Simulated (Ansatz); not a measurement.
A structure relaxed at r2SCAN-D4/def2-TZVP in Ansatz, charge 1, singlet:

```
atom    x (Å)    y (Å)    z (Å)
 Ru1   0.3799   1.0446  -0.5310
 Ru2  -0.8019  -0.6919  -0.7638
 Al3   0.4219  -0.3527   1.2949
```

(1) Give its formula and point group.

(2) Summarise the bond lengths by kind (pairs closer than 1.2 times the sum of covalent radii, bridged metal pairs left out).

## Answers

(1) AlRu2⁺ (the lowest singlet isomer of a short search). Point group Cs (tolerance 0.1 Å).

(2) 2 × Al–Ru 2.30 to 2.42 Å; 1 × Ru–Ru 2.11 Å.

In the def2 sets Ru takes a core potential; there is no spin–orbit coupling. The restricted singlet is unstable: a solution with broken spin symmetry lies lower. The relaxation made no stability test and no search for a lower SCF solution. At r2SCAN-D4/def2-TZVP a quintet of charge 1 lies 1.56 eV below the restricted singlet, each at its own geometry. That quintet is doubtful there (⟨S²⟩ 6.78, where a pure state has 6.00). The structure comes from a short search, and lower isomers may exist.
